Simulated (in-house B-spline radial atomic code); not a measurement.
Results of a calculation; reference values are marked as such.
**Weak and strong correlation along the adiabatic connection**

Two-electron singlets in several external potentials (atomic units), by full CI in B-splines with partial waves to l = 8 (correlation energies up to 0.6 % small). The repulsion is scaled by λ at fixed density; W(λ) is the mean repulsion less the Hartree energy, W(0) = E_x, and the area under W from 0 to 1 is E_xc.

One system gave this curve:

```tsv
λ	W (hartree)
0	-0.43782
0.02	-0.43999
0.05	-0.44316
0.12	-0.45016
0.25	-0.46181
0.4	-0.47339
0.6	-0.4863
0.8	-0.49692
1	-0.50577
1.4	-0.5196
2	-0.53407
3	-0.54928
4.5	-0.56258
7	-0.57484
10	-0.58325
```

(1) Which system is it?
A. −Z exp(−kr)/r, Z = 2.04, k = 0.103
B. ω²r²/2, ω = 22.7
C. ω²r²/2 − Z/r, ω = 0.458, Z = -0.5
D. −Z/r, Z = 0.75, wall at 1 bohr

## Answers

(1) C. The exchange energy sets the size: ω²r²/2 − Z/r, ω = 0.458, Z = -0.5: E_x = -0.438, E_c = -0.0396; ω²r²/2, ω = 22.7: E_x = -3.75, E_c = -0.0477; −Z/r, Z = 0.75, wall at 1 bohr: E_x = -1.84, E_c = -0.0485; −Z exp(−kr)/r, Z = 2.04, k = 0.103: E_x = -1.05, E_c = -0.0421 hartree.
